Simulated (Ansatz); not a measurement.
Spectroscopic constants of CdCl, multiplicity 2 (lowest of 2S+1 = 2, 4 at CCSD(T)/def2-TZVPP on PBE0 minima; our sources give no spin for the ground state, which may be another). No spin–orbit coupling.

Constants: fifth-degree fit in 1/R to seven points, most abundant isotopes. Runs in def2 and cc sets follow the lowest solution found near the PBE0 minimum.

Correlated levels freeze the inner cores; with def2 sets outer-core shells near the valence are correlated too. CBS(a, b) extrapolates the correlation energy as X⁻³ and adds the Hartree–Fock energy of set b.

The values were computed with Ansatz (a program for electronic structure) with Gaussian orbitals. Each number belongs to the level named beside it. In def2 rows elements past Kr take small-core potentials, without spin–orbit coupling.

What bond length and harmonic frequency does PBE0/def2-TZVPP give?

r_e = 2.358 Å, ω_e = 313 cm⁻¹.

What bond length and harmonic frequency does B2PLYP/def2-TZVPP give?

r_e = 2.366 Å, ω_e = 311 cm⁻¹.

What bond length and harmonic frequency does CCSD(T)/CBS(def2-TZVPP, def2-QZVPP) give?

r_e = 2.339 Å, ω_e = 334 cm⁻¹.
